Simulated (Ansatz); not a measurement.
antimony atom (Sb), quartet (core potentials on Sb); CASSCF(3,5)/def2-SVP run with Ansatz (a program for electronic structure).

Input for Ansatz:
Ansatz 0.2 input:
```yaml
crystal:
  periodic: [false, false, false]
  atoms:
    - {symbol: Sb, position_ang: [0.00000000, 0.00000000, 0.00000000]}
basis:
  gaussian:
    orbitals: def2-SVP
hamiltonian:
  xc: hf
correlation: {active_space: {window: {electrons: 3, orbitals: 5}}}
magnetization: {spin_polarized: false, initial_magnetization: 3}
```

It wrote (shortened):

```
Functional definition: HF
153 factors; integrals over basis functions are off by at most 4.9e-5 eV
mean field evaluation 1: about -6510.7450 eV, gradient 3.3e0 eV
mean field evaluation 2: about -6510.7450 eV, gradient 3.3e0 eV
mean field evaluation 4: about -6510.9162 eV, gradient 3.2e-1 eV
mean field evaluation 8: about -6510.9171 eV, gradient 1.1e-5 eV
mean field -6510.91710064 eV, -239.2717901905 hartree, gradient 2.8e-6 eV, S^2 3.750000; 0 other end points of the search recorded, 0 dependent functions left out
reference -6510.91710064 eV, -239.2717901905 hartree; 13, 10 occupied and 13, 16 virtual orbitals, 153 factors
state -6511.01216411 eV, -239.2752837086 hartree
Total energy: -6511.01216411 eV, -239.2752837086 hartree
```
